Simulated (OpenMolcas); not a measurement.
# Predicting a hybrid from its neighbours: CH3ClFIn

The species is CH3ClFIn (7 atoms), meant as a singlet with charge 0. As SMILES, `[CH3][In]([F])[Cl]`. The coordinates come from a PBE0-D4/def2-TZVP relaxation.

The vertical ionisation energy (to the doublet cation) y, in eV, basis def2-SVP with a core potential; a is the functional's share of exact exchange. Programs: OpenMolcas 26.06.

| functional | program | a | y (eV) |
| --- | --- | --- | --- |
| TPSS | OpenMolcas | 0 | 10.35 |
| PBE | OpenMolcas | 0 | 10.31 |
| B3LYP | OpenMolcas | 0.2 | 10.67 |
| PBE0 | OpenMolcas | 0.25 | ? |
| BHLYP | OpenMolcas | 0.5 | 10.98 |

Fit y = c + s·a to the known rows and predict PBE0.


1. Means of the 4 rows: a = 0.1750, y = 10.578.
2. Σ(Δa)² = 0.1675, Σ(Δa·Δy) = 0.21975, so the slope is 0.21975/0.1675 = 1.3119.
3. Intercept: 10.578 − (1.3119) × 0.1750 = 10.348. The largest residual of the fit is 0.060.
4. PBE0: 10.348 + (1.3119) × 0.25 = 10.68 eV.

The run gave 10.79 eV, so the prediction is off by -0.11 eV, more than the largest residual. The rows mix families of semi-local functionals, which the line can't see. Spin-orbit coupling is left out.
